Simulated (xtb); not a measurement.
disilylmethane (CH₈Si₂), singlet, at a GFN2-xTB geometry; GFN2-xTB run with xtb.

xtb was given this input:
```
$ xtb mol.xyz --gfn 2 --opt --json

# file mol.xyz
11

Si     1.46950070     0.67524300    -0.00431472
C      0.24995850    -0.77336248    -0.14074454
Si    -1.58286457    -0.32449931     0.06814671
H      2.83970087     0.18299439    -0.18517777
H      1.18101404     1.66895244    -1.04054280
H      1.35867644     1.29737643     1.31671504
H      0.51380546    -1.52489859     0.60468436
H      0.38453397    -1.25453083    -1.11051382
H     -1.98252766     0.63279647    -0.96544211
H     -1.80486526     0.26122046     1.39181573
H     -2.40299462    -1.53414758    -0.06071914
```

Output, abridged:

```
   ID    Z sym.   atoms
    1   14 Si     1, 3
    2    6 C      2
    3    1 H      4-11

           -------------------------------------------------
          |                Calculation Setup                |
           -------------------------------------------------

           -------------------------------------------------
          |                 G F N 2 - x T B                 |
           -------------------------------------------------

          ...................................................
          :                      SETUP                      :
          :.................................................:
          :  # basis functions                  32          :
          :  # atomic orbitals                  30          :
          :  # shells                           16          :
          :  # electrons                        20          :
          :  max. iterations                   250          :
          :  Hamiltonian                  GFN2-xTB          :
          :  restarted?                      false          :
          :  GBSA solvation                  false          :
          :  PC potential                    false          :
          :  electronic temp.          300.0000000     K    :
          :  accuracy                    1.0000000          :
          :  -> integral cutoff          0.2500000E+02      :
          :  -> integral neglect         0.1000000E-07      :
          :  -> SCF convergence          0.1000000E-05 Eh   :
          :  -> wf. convergence          0.1000000E-03 e    :
          :  Broyden damping             0.4000000          :
          :  net charge                          0          :
          :  unpaired electrons                  0          :
          ...................................................

 iter      E             dE          RMSdq      gap      omega  full diag
   1     -9.6382370 -0.963824E+01  0.583E+00    6.34       0.0  T
   2     -9.7733027 -0.135066E+00  0.195E+00    5.35       1.0  T
   3     -9.7751174 -0.181469E-02  0.211E+00    5.69       1.0  T
   4     -9.7766903 -0.157283E-02  0.156E+00    5.63       1.0  T
   5     -9.7772806 -0.590393E-03  0.588E-01    5.62       1.0  T
   6     -9.7774997 -0.219065E-03  0.718E-02    5.56       1.0  T
   7     -9.7774977  0.201313E-05  0.357E-02    5.56       1.0  T
   8     -9.7775005 -0.275078E-05  0.645E-03    5.56       4.7  T
   9     -9.7775006 -0.176521E-06  0.150E-03    5.56      20.2  T
[...]
         :: total energy              -9.665270600581 Eh    ::
 * total energy  :    -9.6652706 Eh     change       -0.2179661E-09 Eh
   *** GEOMETRY OPTIMIZATION CONVERGED AFTER 1 ITERATIONS ***
         :: total energy              -9.665270600799 Eh    ::
[...]
     7   1 H        0.925     0.010     2.898     2.662
     8   1 H        0.925     0.010     2.898     2.662
     9   1 H        0.918    -0.112     5.988     3.827
    10   1 H        0.918    -0.112     5.988     3.827
    11   1 H        0.917    -0.107     5.827     3.775

 Mol. C6AA /au·bohr⁶  :       1825.694458
 Mol. C8AA /au·bohr⁸  :      65838.627675
 Mol. α(0) /au        :         73.667477

Wiberg/Mayer (AO) data.
largest (>0.10) Wiberg bond orders for each atom

 ---------------------------------------------------------------------------
     #   Z sym  total        # sym  WBO       # sym  WBO       # sym  WBO
 ---------------------------------------------------------------------------
     1  14 Si   3.646 --     2 C    0.921     5 H    0.898     6 H    0.898
                             4 H    0.895
     2   6 C    3.964 --     7 H    0.983     8 H    0.983     3 Si   0.921
                             1 Si   0.921
     3  14 Si   3.646 --     2 C    0.921     9 H    0.898    10 H    0.898
                            11 H    0.895
     4   1 H    0.988 --     1 Si   0.895
     5   1 H    0.988 --     1 Si   0.898
     6   1 H    0.988 --     1 Si   0.898
     7   1 H    1.000 --     2 C    0.983
     8   1 H    1.000 --     2 C    0.983
     9   1 H    0.988 --     3 Si   0.898
    10   1 H    0.988 --     3 Si   0.898
    11   1 H    0.988 --     3 Si   0.895
 ---------------------------------------------------------------------------

Topologies differ in total number of bonds
Writing topology from bond orders to xtbtopo.mol

molecular dipole:
                 x           y           z       tot (Debye)
 q only:       -0.023       0.071       0.013
   full:        0.044      -0.137      -0.025       0.371
molecular quadrupole (traceless):
                xx          xy          yy          xz          yz          zz
 q only:        0.242       0.174      -0.236       0.009      -0.051      -0.006
  q+dip:       -2.398      -1.174       0.795       0.118      -0.041       1.603
   full:       -1.637      -0.861       0.711       0.057       0.031       0.926

optimized geometry written to: xtbopt.xyz

           -------------------------------------------------
          | TOTAL ENERGY               -9.665270600799 Eh   |
          | GRADIENT NORM               0.000009090011 Eh/α |
          | HOMO-LUMO GAP               5.559472102524 eV   |
           -------------------------------------------------
```
